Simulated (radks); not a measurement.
Er44+, 24 electrons, occupied as [Ar] 3d6.

All-electron calculation, scalar-relativistic Kohn-Sham, PBE, spin-unpolarised, spherical densities, point nucleus. Program: a radial shooting solver on a logarithmic mesh with Libxc functionals.

Energy parts (hartree):
part                       energy
total                 -11577.8645
kinetic                12665.2387
electron-nucleus      -26020.6785
Hartree                 1967.6876
exchange-correlation    -190.1122

Orbitals (lengths in bohr, moments of r in powers of bohr):
| orbital | occ. | eigenvalue (hartree) | <r^2> |
|---|---|---|---|
| 1s | 2 | -2197.961 | 0.0005676 |
| 2s | 2 | -441.5614 | 0.008745 |
| 2p | 6 | -401.0118 | 0.007098 |
| 3s | 2 | -158.1876 | 0.05333 |
| 3p | 6 | -145.8364 | 0.05258 |
| 3d | 6 | -131.8262 | 0.04213 |

The highest occupied level is 3d at -3587.2 eV. Summed over all electrons, <r^2> = 0.7362 bohr^2, which gives a Langevin (diamagnetic) susceptibility term of -0.583 x 10^-6 cm^3/mol. For comparison, the ionisation energy in NIST's Atomic Spectra Database is 3624 eV (theoretical). In exact Kohn-Sham theory the highest level is minus the ionisation energy, but local and semilocal functionals leave it too shallow, through self-interaction and a potential that decays too fast; potentials with the right tail come closer.

Beside tabulated values, note that spin-unpolarised runs miss the spin-polarisation part of the exchange energy of open shells.
